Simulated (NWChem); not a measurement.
System: C$_{5}$H$_{6}$; SMILES C#CC1CC1

NWChem input:

```
start job
memory heap 200 mb stack 900 mb global 1100 mb
geometry units angstroms noautoz
  C     -0.205944    -2.276874     0.000000
  C      0.148838    -1.117479     0.000000
  C      0.570203     0.257912     0.000000
  C     -0.231865     1.300703    -0.745573
  C     -0.231865     1.300703     0.745573
  H     -0.518313    -3.304423     0.000000
  H      1.656967     0.396014     0.000000
  H     -1.130114     0.957852    -1.264476
  H      0.330135     2.076540    -1.271789
  H      0.330135     2.076540     1.271789
  H     -1.130114     0.957852     1.264476
end
basis spherical
  * library 6-31g*
end
dft
  xc becke97-2
  iterations 150
  mulliken
end
task dft energy
```

The geometry was optimised at PBE0/def2-SVP.

Give the results of this calculation. (B97-2/6-31G* (spherical d).) Quantities: energy (Ha); highest occupied level (eV); orbital gap (eV); dipole (D).

The energy (Ha) comes out as -193.97 and the highest occupied level (eV) is -6.60. The orbital gap (eV) is 8.10 and the dipole (D) is 0.87.
